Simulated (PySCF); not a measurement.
SiHCl3, SMILES Cl[SiH](Cl)Cl. Atoms are numbered in the order given.

```xyz
5

Si     0.0000     0.0000     0.5114
Cl    -1.6808    -0.9704    -0.1796
Cl     0.0000     1.9408    -0.1796
Cl     1.6808    -0.9704    -0.1796
H      0.0000     0.0000     1.9997
```
Charge 0, spin multiplicity 1.

Geometry optimised at PBE-D3(BJ)/def2-SVP. The isomer is the one that the SMILES or the coordinates give; other isomers of the formula were not compared.

Two levels are set side by side: PBE/pcJ-1 (PySCF) and PBE0/pcJ-1 (PySCF). One-bond couplings, all four terms, same geometry. Isotopes: 1H, 29Si, 35Cl. Differences are taken from unrounded values.

| quantity | PBE0 |
|---|---|
| ¹J(Si1,H5) (Hz) | -376.8 |

Problem. What does PBE give, and how far is it from PBE0? (The exact figures need the calculation; the answer reports its results.)

Solution. 
```
quantity            PBE  PBE minus PBE0
---------------  ------  --------------
¹J(Si1,H5) (Hz)  -368.8             8.0
```

Rough cost on one machine, each run with all the roots and properties that it gave: PBE0 against PBE about 2 times.
